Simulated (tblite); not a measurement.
Species: C4H12O2Si2.
Numbering: `[SiH3:1][CH2:2][SiH:3]1[O:4][CH2:5][CH2:6][CH2:7][O:8]1` (hydrogens: H9, H10, H11 on Si1; H12, H13 on C2; H14 on Si3; H15, H16 on C5; H17, H18 on C6; H19, H20 on C7)

Computed with GFN2-xTB (tblite), gas phase: L-BFGS steps from a force-field or distance-geometry start until the largest atomic force falls under 0.01 eV/Å.

At the end of the run (lengths in Å): Si3–O8 1.634, Si3–O4 1.633, C2–Si3 1.885, C5–C6 1.523, C6–C7 1.523, C2–H12 1.087, C7–H20 1.098, Si3–O4–C5 122.3°, C2–Si3–O4 108.6°, C5–C6–C7 110.7°, O4–Si3–O8 108.7°, Si1–C2–Si3–O4 -67°, C2–Si3–O4–C5 132°, Si3–O4–C5–C6 21°, H19–C7–C6–C5 180°, H19–C7–O8–Si3 -146°.

Question: These geometries were met on the way; a selection of coordinates is given. Order them by energy above the end point, lowest first.
A. Si3–O8 1.639, Si3–O4 1.639, C2–Si3 1.896, C5–C6 1.543, C6–C7 1.534, C2–H12 1.091, C7–H20 1.091, Si3–O4–C5 121.8°, C2–Si3–O4 115.7°, C5–C6–C7 113.2°, O4–Si3–O8 104.0°, Si1–C2–Si3–O4 -108°, C2–Si3–O4–C5 108°, Si3–O4–C5–C6 44°, H19–C7–C6–C5 88°, H19–C7–O8–Si3 -56°
B. Si3–O8 1.632, Si3–O4 1.627, C2–Si3 1.872, C5–C6 1.546, C6–C7 1.523, C2–H12 1.085, C7–H20 1.091, Si3–O4–C5 119.2°, C2–Si3–O4 114.4°, C5–C6–C7 113.8°, O4–Si3–O8 106.4°, Si1–C2–Si3–O4 -114°, C2–Si3–O4–C5 117°, Si3–O4–C5–C6 43°, H19–C7–C6–C5 75°, H19–C7–O8–Si3 -43°
C. Si3–O8 1.721, Si3–O4 1.711, C2–Si3 1.833, C5–C6 1.479, C6–C7 1.494, C2–H12 1.116, C7–H20 1.122, Si3–O4–C5 114.0°, C2–Si3–O4 114.4°, C5–C6–C7 116.1°, O4–Si3–O8 106.2°, Si1–C2–Si3–O4 -115°, C2–Si3–O4–C5 117°, Si3–O4–C5–C6 46°, H19–C7–C6–C5 73°, H19–C7–O8–Si3 -42°
D. Si3–O8 1.629, Si3–O4 1.641, C2–Si3 1.886, C5–C6 1.524, C6–C7 1.532, C2–H12 1.090, C7–H20 1.101, Si3–O4–C5 117.3°, C2–Si3–O4 111.6°, C5–C6–C7 111.3°, O4–Si3–O8 107.6°, Si1–C2–Si3–O4 -62°, C2–Si3–O4–C5 115°, Si3–O4–C5–C6 50°, H19–C7–C6–C5 158°, H19–C7–O8–Si3 -113°
E. Si3–O8 1.635, Si3–O4 1.642, C2–Si3 1.888, C5–C6 1.529, C6–C7 1.546, C2–H12 1.086, C7–H20 1.097, Si3–O4–C5 116.2°, C2–Si3–O4 112.7°, C5–C6–C7 112.3°, O4–Si3–O8 104.6°, Si1–C2–Si3–O4 -80°, C2–Si3–O4–C5 101°, Si3–O4–C5–C6 59°, H19–C7–C6–C5 129°, H19–C7–O8–Si3 -82°

Answer: D (0.116 eV), E (0.194 eV), A (0.318 eV), B (0.512 eV), C (0.901 eV).

```tsv
step	E above end (eV)	rms distance from the end, all atoms (Å)	largest force (eV/Å)	rms shift of all bonds from the end (Å)
102	0.116	0.484	0.214	0.004
91	0.194	0.509	0.108	0.006
19	0.318	0.698	0.172	0.007
3	0.512	0.752	0.780	0.008
0	0.901	0.761	2.457	0.034
```

Rows stand in the order of the answer.
